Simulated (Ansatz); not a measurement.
PBE exchange is replaced step by step with exact exchange (0 % is PBE, 25 % PBE0; no dispersion term), basis def2-TZVP, Ansatz. System: Li₃Si. The state is a doublet with charge 0. Geometry: PBE-D4/def2-TZVP, each spin state at its own.

The relaxed quartet has other bonds than the doublet, so its gap is one between isomers.

Geometry of the doublet:

```
atom   x (Å)   y (Å)   z (Å)
 Li1   1.024   0.837   1.995
 Li2  -0.230  -0.959  -2.181
 Li3  -1.596   0.249   0.372
 Si4   0.802  -0.126  -0.186
```

At PBE with 50 % exact exchange/def2-TZVP the charge 0 doublet is spin-contaminated (final ⟨S²⟩ up to 0.85, 0.75 for a pure state). The structure comes from a short search, and lower isomers may exist.

HOMO and LUMO are taken over both spins.

| exact exchange (%) | HOMO (eV) | LUMO (eV) | gap (eV) | ⟨S²⟩ | quartet − doublet (kJ/mol) |
| --- | --- | --- | --- | --- | --- |
| 0 | -3.03 | -2.05 | 0.99 | 0.772 | 60.4 |
| 5 | -3.14 | -1.88 | 1.26 | 0.775 | 59.0 |
| 10 | -3.24 | -1.71 | 1.54 | 0.779 | 57.5 |
| 25 | -3.56 | -1.32 | 2.24 | 0.794 | 52.6 |
| 35 | -3.77 | -1.11 | 2.66 | 0.811 | 48.9 |
| 50 | -4.07 | -0.81 | 3.26 | 0.848 | 43.2 |

Fit a straight line to the column «quartet − doublet (kJ/mol)» against the share of exact exchange and predict its value at 15 %.

With x = exact exchange (%) and y = quartet − doublet (kJ/mol): mean x = 20.83, mean y = 53.6; Σ(x − x̄)(y − ȳ) = -643.5, Σ(x − x̄)² = 1871; slope b = -0.3439, intercept a = ȳ − b·x̄ = 60.76. The residuals of the fitted rows reach 0.4. At x = 15 the line gives 60.76 + (-0.3439 × 15) = 55.6; the run gave 55.9, 0.3 more than the line.
